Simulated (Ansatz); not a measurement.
## Nudged elastic band run: F3H4NZr

Input:

```yaml
crystal:
  periodic: [false, false, false]
  atoms:
    - { symbol: Zr, position_ang: [0.210952, 0.019048, 0.188843] }
    - { symbol: "N", position_ang: [0.325194, -0.016648, 2.215025] }
    - { symbol: H, position_ang: [-0.463154, -0.052596, 2.871927] }
    - { symbol: H, position_ang: [1.196746, 0.00382, 2.758891] }
    - { symbol: F, position_ang: [2.021137, -0.025924, -0.435052] }
    - { symbol: F, position_ang: [-0.682858, 1.620949, -0.392576] }
    - { symbol: F, position_ang: [-0.810314, -1.489122, -0.43475] }
    - { symbol: H, position_ang: [-2.681316, -0.398305, 1.114889] }
    - { symbol: H, position_ang: [-2.712887, 0.350278, 1.287701] }
basis:
  gaussian: { orbitals: def2-SVP }
hamiltonian:
  xc: pbe
neb:
  order_check: false
  images: 7
  f_tol: 0.03
  max_iterations: 60
  final_atoms:
    - { symbol: Zr, position_ang: [-0.36485023, 0.25460043, -0.07862043] }
    - { symbol: "N", position_ang: [-0.37585411, -0.36274383, 2.28461592] }
    - { symbol: H, position_ang: [0.20441262, -1.18292841, 2.51694532] }
    - { symbol: H, position_ang: [-0.04066687, 0.41149585, 2.8755338] }
    - { symbol: F, position_ang: [1.4800099, 0.62793111, 0.32955548] }
    - { symbol: F, position_ang: [-0.59963081, 0.98348511, -1.84030667] }
    - { symbol: F, position_ang: [-0.9706428, -1.56534815, -0.25299324] }
    - { symbol: H, position_ang: [-1.5991376, 1.42049041, 0.73168824] }
    - { symbol: H, position_ang: [-1.3301401, -0.57548252, 2.60847958] }
  initial_path:
    images:
      - { positions_ang: [[0.210952, 0.019048, 0.188843], [0.325194, -0.016648, 2.215025], [-0.463154, -0.052596, 2.871927], [1.196746, 0.00382, 2.758891], [2.021137, -0.025924, -0.435052], [-0.682858, 1.620949, -0.392576], [-0.810314, -1.489122, -0.43475], [-2.681316, -0.398305, 1.114889], [-2.712887, 0.350278, 1.287701]] }
      - { positions_ang: [[0.15307648, 0.0118864, 0.13969179], [0.25151768, -0.01489038, 2.29920109], [-0.55787489, -0.10438714, 2.92875322], [1.12859657, 0.06299441, 2.83517228], [1.97397647, -0.03306233, -0.5023252], [-0.74389522, 1.62272642, -0.45670825], [-0.85890365, -1.51744337, -0.4879576], [-2.52253287, -0.28724323, 1.01383338], [-2.42046057, 0.27091922, 1.40523729]] }
      - { positions_ang: [[0.09520096, 0.0047248, 0.09054059], [0.17784136, -0.01313275, 2.38337717], [-0.65259577, -0.15617829, 2.98557944], [1.06044713, 0.12216882, 2.91145356], [1.92681593, -0.04020065, -0.5695984], [-0.80493244, 1.62450384, -0.52084051], [-0.9074933, -1.54576475, -0.5411652], [-2.36374975, -0.17618145, 0.91277775], [-2.12803413, 0.19156044, 1.52277359]] }
      - { positions_ang: [[0.03732544, -0.0024368, 0.04138938], [0.10416505, -0.01137513, 2.46755326], [-0.74731666, -0.20796943, 3.04240566], [0.9922977, 0.18134324, 2.98773484], [1.8796554, -0.04733898, -0.63687159], [-0.86596966, 1.62628125, -0.58497276], [-0.95608294, -1.57408612, -0.5943728], [-2.20496662, -0.06511968, 0.81172213], [-1.8356077, 0.11220166, 1.64030988]] }
      - { positions_ang: [[-0.02055008, -0.0095984, -0.00776182], [0.03048873, -0.00961751, 2.55172934], [-0.84203755, -0.25976057, 3.09923189], [0.92414826, 0.24051765, 3.06401612], [1.83249486, -0.05447731, -0.70414479], [-0.92700688, 1.62805867, -0.64910502], [-1.00467259, -1.6024075, -0.6475804], [-2.04618349, 0.04594209, 0.71066651], [-1.54318127, 0.03284288, 1.75784618]] }
      - { positions_ang: [[-0.10662511, 0.0564513, -0.02547648], [-0.07109698, -0.09789909, 2.48495099], [-0.58042501, -0.49055253, 2.95366025], [0.68294448, 0.2832622, 3.01689554], [1.74437362, 0.1161248, -0.44571972], [-0.84516286, 1.46691528, -0.94690543], [-0.99616514, -1.59314266, -0.54893361], [-1.93442202, 0.38957917, 0.71592194], [-1.48992097, -0.11923847, 1.97050453]] }
      - { positions_ang: [[-0.19270015, 0.12250101, -0.04319113], [-0.17268269, -0.18618067, 2.41817263], [-0.31881246, -0.72134449, 2.80808861], [0.44174069, 0.32600675, 2.96977496], [1.65625238, 0.2867269, -0.18729466], [-0.76331884, 1.30577189, -1.24470584], [-0.9876577, -1.58387782, -0.45028682], [-1.82266055, 0.73321625, 0.72117737], [-1.43666068, -0.27131982, 2.18316288]] }
      - { positions_ang: [[-0.27877519, 0.18855072, -0.06090578], [-0.2742684, -0.27446225, 2.35139428], [-0.05719992, -0.95213645, 2.66251696], [0.20053691, 0.3687513, 2.92265438], [1.56813114, 0.457329, 0.07113041], [-0.68147483, 1.1446285, -1.54250625], [-0.97915025, -1.57461298, -0.35164003], [-1.71089907, 1.07685333, 0.7264328], [-1.38340039, -0.42340117, 2.39582123]] }
      - { positions_ang: [[-0.36485023, 0.25460043, -0.07862043], [-0.37585411, -0.36274383, 2.28461592], [0.20441262, -1.18292841, 2.51694532], [-0.04066687, 0.41149585, 2.8755338], [1.4800099, 0.62793111, 0.32955548], [-0.59963081, 0.98348511, -1.84030667], [-0.9706428, -1.56534815, -0.25299324], [-1.5991376, 1.42049041, 0.73168824], [-1.3301401, -0.57548252, 2.60847958]] }
```

Command:

```bash
$ ansatz run input.yaml --threads 2 --pin off --max-ram 3072MiB --backend cpu --events-out ev --progress --plain --runs-dir out
```

Output, in part (warnings, iteration lines, the closing report on the highest movable image, with atoms numbered from 0):

```
NEB end point (image 0): max|allowed force component| = 5.414e-3 eV/Å (the criterion of neb.relax_end_points is 1.000e-2)
NEB end point (image 8): max|allowed force component| = 4.659e-3 eV/Å (the criterion of neb.relax_end_points is 1.000e-2)
NEB iter   1: max|band force component| = 4.216e1 eV/Å  barrier→ = 9.0440 eV  barrier← = 9.1390 eV  Δτ_max = 0.2000 Å  (262 SCF iters)
NEB iter   2: max|band force component| = 3.329e0 eV/Å  barrier→ = 2.0876 eV  barrier← = 2.1826 eV  Δτ_max = 0.2000 Å  (244 SCF iters)
NEB iter   3: max|band force component| = 3.081e0 eV/Å  barrier→ = 1.3977 eV  barrier← = 1.4927 eV  Δτ_max = 0.1004 Å  (227 SCF iters)
NEB iter   4: max|band force component| = 1.584e0 eV/Å  barrier→ = 1.1425 eV  barrier← = 1.2375 eV  Δτ_max = 0.1965 Å  (210 SCF iters)
NEB iter   5: max|band force component| = 1.619e0 eV/Å  barrier→ = 1.0622 eV  barrier← = 1.1572 eV  Δτ_max = 0.1007 Å  (220 SCF iters)
NEB iter   6: max|band force component| = 9.265e-1 eV/Å  barrier→ = 1.0248 eV  barrier← = 1.1198 eV  Δτ_max = 0.1007 Å  (202 SCF iters)
NEB iter   7: max|band force component| = 1.018e0 eV/Å  barrier→ = 0.9171 eV  barrier← = 1.0121 eV  Δτ_max = 0.1010 Å  (203 SCF iters)
NEB iter   8: max|band force component| = 8.578e-1 eV/Å  barrier→ = 0.6857 eV  barrier← = 0.7807 eV  Δτ_max = 0.1001 Å  (209 SCF iters)
NEB iter   9: max|band force component| = 1.370e0 eV/Å  barrier→ = 0.5839 eV  barrier← = 0.6789 eV  Δτ_max = 0.0499 Å  (210 SCF iters)
NEB iter  10: max|band force component| = 6.174e-1 eV/Å  barrier→ = 0.5776 eV  barrier← = 0.6726 eV  Δτ_max = 0.0633 Å  (204 SCF iters)
NEB iter  11: max|band force component| = 4.652e-1 eV/Å  barrier→ = 0.5505 eV  barrier← = 0.6455 eV  CI = image 4  Δτ_max = 0.1001 Å  (204 SCF iters)
NEB iter  12: max|band force component| = 8.518e-1 eV/Å  barrier→ = 0.6318 eV  barrier← = 0.7268 eV  CI = image 4  Δτ_max = 0.0503 Å  (202 SCF iters)
NEB iter  13: max|band force component| = 8.404e-1 eV/Å  barrier→ = 0.6838 eV  barrier← = 0.7788 eV  CI = image 4  Δτ_max = 0.0999 Å  (208 SCF iters)
NEB iter  14: max|band force component| = 8.036e-1 eV/Å  barrier→ = 0.8195 eV  barrier← = 0.9145 eV  CI = image 4  Δτ_max = 0.0999 Å  (204 SCF iters)
NEB iter  15: max|band force component| = 5.088e-1 eV/Å  barrier→ = 0.8692 eV  barrier← = 0.9642 eV  CI = image 4  Δτ_max = 0.0602 Å  (206 SCF iters)
NEB iter  16: max|band force component| = 2.672e-1 eV/Å  barrier→ = 0.8627 eV  barrier← = 0.9576 eV  CI = image 4  Δτ_max = 0.0379 Å  (202 SCF iters)
NEB iter  17: max|band force component| = 1.035e-1 eV/Å  barrier→ = 0.8573 eV  barrier← = 0.9523 eV  CI = image 4  Δτ_max = 0.0253 Å  (197 SCF iters)
NEB iter  18: max|band force component| = 6.226e-2 eV/Å  barrier→ = 0.8559 eV  barrier← = 0.9509 eV  CI = image 4  Δτ_max = 0.0301 Å  (192 SCF iters)
NEB iter  19: max|band force component| = 5.100e-2 eV/Å  barrier→ = 0.8545 eV  barrier← = 0.9495 eV  CI = image 4  Δτ_max = 0.0331 Å  (195 SCF iters)
NEB iter  20: max|band force component| = 6.485e-2 eV/Å  barrier→ = 0.8541 eV  barrier← = 0.9491 eV  CI = image 4  Δτ_max = 0.0166 Å  (199 SCF iters)
NEB iter  21: max|band force component| = 5.890e-2 eV/Å  barrier→ = 0.8539 eV  barrier← = 0.9489 eV  CI = image 4  Δτ_max = 0.0167 Å  (190 SCF iters)
NEB iter  22: max|band force component| = 4.389e-2 eV/Å  barrier→ = 0.8535 eV  barrier← = 0.9485 eV  CI = image 4  Δτ_max = 0.0167 Å  (194 SCF iters)
NEB iter  23: max|band force component| = 2.582e-2 eV/Å  barrier→ = 0.8532 eV  barrier← = 0.9481 eV  CI = image 4  Δτ_max = 0.0166 Å  (198 SCF iters)
NEB iter  24: max|band force component| = 3.100e-2 eV/Å  barrier→ = 0.8529 eV  barrier← = 0.9479 eV  CI = image 4  Δτ_max = 0.0166 Å  (30 SCF iters)
NEB iter  25: max|band force component| = 2.680e-2 eV/Å  barrier→ = 0.8526 eV  barrier← = 0.9476 eV  CI = image 4  Δτ_max = 0.0083 Å  (192 SCF iters)
NEB iter  26: max|band force component| = 2.817e-2 eV/Å  barrier→ = 0.8524 eV  barrier← = 0.9474 eV  CI = image 4  Δτ_max = 0.0165 Å  (31 SCF iters)
NEB iter  27: max|band force component| = 3.751e-2 eV/Å  barrier→ = 0.8521 eV  barrier← = 0.9471 eV  CI = image 4  Δτ_max = 0.0166 Å  (31 SCF iters)
NEB iter  28: max|band force component| = 3.203e-2 eV/Å  barrier→ = 0.8518 eV  barrier← = 0.9468 eV  CI = image 4  Δτ_max = 0.0166 Å  (192 SCF iters)
NEB iter  29: max|band force component| = 3.464e-2 eV/Å  barrier→ = 0.8515 eV  barrier← = 0.9465 eV  CI = image 4  Δτ_max = 0.0166 Å  (204 SCF iters)
NEB iter  30: max|band force component| = 4.018e-2 eV/Å  barrier→ = 0.8512 eV  barrier← = 0.9462 eV  CI = image 4  Δτ_max = 0.0333 Å  (203 SCF iters)
NEB iter  31: max|band force component| = 2.854e-2 eV/Å  barrier→ = 0.8508 eV  barrier← = 0.9458 eV  CI = image 4  Δτ_max = 0.0000 Å  (410 SCF iters)
Total energy: -10976.02306818 eV, -403.3614079399 hartree
Atom 0 at    -0.297184    -0.071331     0.071896 Å, force    -0.000731     0.005184     0.002727 eV/Å
Atom 1 at    -0.126034    -0.072917     2.265158 Å, force     0.000188    -0.009550    -0.002468 eV/Å
Atom 2 at    -0.292679    -0.897546     2.855731 Å, force     0.008946    -0.000375     0.001750 eV/Å
Atom 3 at     0.503548     0.571550     2.761734 Å, force    -0.005326     0.004759     0.001192 eV/Å
Atom 4 at     1.612650     0.030846    -0.140979 Å, force     0.001596    -0.005966    -0.002683 eV/Å
Atom 5 at    -0.706204     1.500226    -0.940522 Å, force     0.000847     0.000207     0.004110 eV/Å
Atom 6 at    -0.862237    -1.741295    -0.665865 Å, force     0.001814    -0.000079     0.000702 eV/Å
Atom 7 at    -2.074938     0.376231     1.105725 Å, force    -0.003795     0.000013     0.001072 eV/Å
Atom 8 at    -1.353421     0.315737     1.862020 Å, force    -0.003538     0.005808    -0.006403 eV/Å
Dipole moment:     0.022134    -0.092771     0.745051 e Å
```

The run converged. The band force fell under the threshold earlier too, but the program's further tests of the path sent the band on. A vibrational analysis at the climbing image gives one clearly imaginary mode, 1066i cm⁻¹: a first-order saddle point. The orbitals stay closed-shell, which can raise the energy where a bond breaks towards radicals; this wasn't checked here.

Final band (atoms are numbered from 1 in the order of the input):

```
image  path coordinate (Å)  energy (eV)  H8–H9 (Å)  Zr1–H8 (Å)  N2–H9 (Å)
    0                 0.00         0.00       0.77        3.07       3.20
    1                 0.84         0.01       0.77        3.06       3.14
    2                 1.68         0.01       0.77        2.95       2.65
    3                 2.52         0.17       0.79        2.52       2.09
    4                 3.36         0.85       1.05        2.10       1.35
    5                 4.19         0.26       1.78        1.93       1.04
    6                 5.01         0.04       2.21        1.89       1.03
    7                 5.83        -0.08       2.51        1.88       1.03
    8                 6.66        -0.09       2.75        1.88       1.03
```

Time of the run: 7.6 min on 2 threads of Arm Neoverse V1, with other jobs on the host, peak memory 0.15 GiB.
